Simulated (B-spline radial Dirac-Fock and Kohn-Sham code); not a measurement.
# Photoionisation of neon ions at Ga Kα (9251.7 eV)

Method: the independent-particle Dirac-Slater model, thresholds from Dirac-Fock. Computed with an atomic code on a B-spline grid. Cross sections in kb; a dash marks an empty subshell or a threshold above the photon energy.

```
 ion  configuration   total     1s      2s     2p1/2     2p3/2
  Ne   [He] 2s2 2p6  0.4897  0.463  0.0253  0.000513  0.000995
 Ne⁺   [He] 2s2 2p5  0.4918  0.463  0.0271  0.000490  0.000952
Ne²⁺   [He] 2s2 2p4  0.4944  0.464  0.0294  0.000443  0.000860
Ne⁴⁺   [He] 2s2 2p2  0.5009  0.465  0.0347  0.000284  0.000552
Ne⁶⁺       [He] 2s2  0.5089  0.468  0.0408         –         –
Ne⁸⁺            1s2  0.4857  0.486       –         –         –
Ne⁹⁺            1s1  0.2464  0.246       –         –         –
```
